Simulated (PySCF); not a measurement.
Two species compared at the same levels of theory.

First species: C₅H₇F₂N.
Geometry (GFN2-xTB, Å), atoms numbered from 1 in this order:
```xyz
15
C5H7F2N angstrom
C      1.9470   -0.3834   -0.0583
C      0.4915   -0.6936    0.2621
C     -0.4513    0.3759   -0.3194
C     -0.2349    1.6532    0.3235
N     -0.0561    2.6568    0.8378
C     -1.9226   -0.0300   -0.1638
F     -2.2060   -0.3858    1.1075
F     -2.1832   -1.1161   -0.9303
H      2.1079   -0.3552   -1.1342
H      2.5920   -1.1488    0.3645
H      2.2358    0.5787    0.3592
H      0.2135   -1.6606   -0.1622
H      0.3489   -0.7429    1.3435
H     -0.2620    0.4937   -1.3939
H     -2.6251    0.7661   -0.4580
```

Second species: C₃H₄F₂O.
Geometry (GFN2-xTB, Å), atoms numbered from 1 in this order:
```
atom  x, y, z in Å
F1    -1.9302   -0.9565   -0.4721
C2    -1.2151    0.1690   -0.1611
C3     0.0739   -0.2393    0.5193
O4     0.9619    0.7900    0.8845
C5     1.3726   -0.0351   -0.1265
F6     1.3987    0.5078   -1.3642
H7    -1.8317    0.7701    0.5156
H8    -1.0272    0.7121   -1.0925
H9    -0.0319   -1.0434    1.2436
H10    2.2380   -0.6701    0.0310
```

Levels: PBE0/def2-SVPD for dipole moment, HOMO energy, LUMO energy, HOMO–LUMO gap, static isotropic polarisability and electronic spatial extent ⟨r²⟩ about the centre of nuclear charge; TDDFT PBE0/def2-SVPD for lowest singlet excitation; TDA PBE0/def2-SVPD for lowest triplet excitation (Tamm–Dancoff); GFN2-xTB for rotational constant A and rotational constant C. Geometries: GFN2-xTB. All species are isolated and taken at one optimised geometry, non-relativistic unless stated; the electronic structure was computed with PySCF and density fitting.

Dipoles, sizes and rotational constants follow the conformer. The torsions of the flexible species, by atom-mapped SMILES:
- `[CH3:1][CH2:2][C@H:3]([C:4]#[N:5])[CH:6]([F:7])[F:8]`: C1–C2–C3–C4 -66°, C2–C3–C6–F7 51°
- `[F:1][CH2:2][C@@H:3]1[O:4][C@@H:5]1[F:6]`: F1–C2–C3–O4 178°

Task: Which has the higher dipole moment?

Result: The first: 2.88 D against 1.15 D, a difference of 1.73 D.

Task: Which has the higher S1 energy?

Result: The second: 8.36 eV against 7.83 eV, a difference of 0.53 eV.

Task: Which has the higher rotational constant C?

Result: The second: 2.047 GHz against 1.171 GHz, a difference of 0.876 GHz.

Task: Which of the two has the higher T1 energy, and by how much?

Result: The second: 7.84 eV against 6.43 eV, a difference of 1.41 eV.

Task: Which of the two has the higher rotational constant A, and by how much?

Result: The second: 6.924 GHz against 2.511 GHz, a difference of 4.413 GHz.

Task: Which has the higher ⟨r²⟩?

Result: The first: 1022 bohr² against 561 bohr², a difference of 461 bohr².

Task: Which of the two has the higher LUMO energy, and by how much?

Result: The second: 0.79 eV against 0.18 eV, a difference of 0.61 eV.

Task: Which of the two has the higher HOMO energy, and by how much?

Result: The second: -8.92 eV against -9.64 eV, a difference of 0.72 eV.

On the first: The vertical singlet–triplet gap S1 − T1 is 1.40 eV (TDDFT singlet less Tamm–Dancoff triplet; S1: HOMO−1→LUMO+1, weight 0.51; T1: HOMO→LUMO+1, weight 0.30, beside HOMO−1→LUMO, weight 0.20). In atomic units the dipole is 1.13 e·bohr (1 au = 2.5417 D).

On the second: The polarisability is 5.98 Å³ as a volume (1 au = 0.148185 Å³), or 0.84 au for each of the 48 electrons. In atomic units the dipole is 0.45 e·bohr (1 au = 2.5417 D).
